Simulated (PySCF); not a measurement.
C4H4BN, SMILES NB(C#C)C#C.

Geometry optimised at r2SCAN-D4/def2-SVP. The structure was generated by enumeration, and PubChem lists no compound with its InChIKey, so it may never have been made. One conformer was computed; it need not be the lowest.

These are PBE/def2-TZVP (PySCF) values and carry that method's errors.

Symmetry labels are those of the subgroup C2v that the program uses (full group C2v).

Task: List the valence orbital energies around the gap with their symmetry. (The exact figures need the calculation; the answer reports its results.)

Result: 
```
orbital  symmetry  energy (eV)
-------  --------  -----------
HOMO−7         A1       -12.62
HOMO−6         A1       -11.06
HOMO−5         B2        -9.88
HOMO−4         B1        -8.23
HOMO−3         A1        -6.97
HOMO−2         A2        -6.82
HOMO−1         B1        -6.64
HOMO           B2        -6.59
LUMO           B1        -2.20
LUMO+1         A1        -0.75
LUMO+2         A2         0.22
LUMO+3         A1         0.47
```
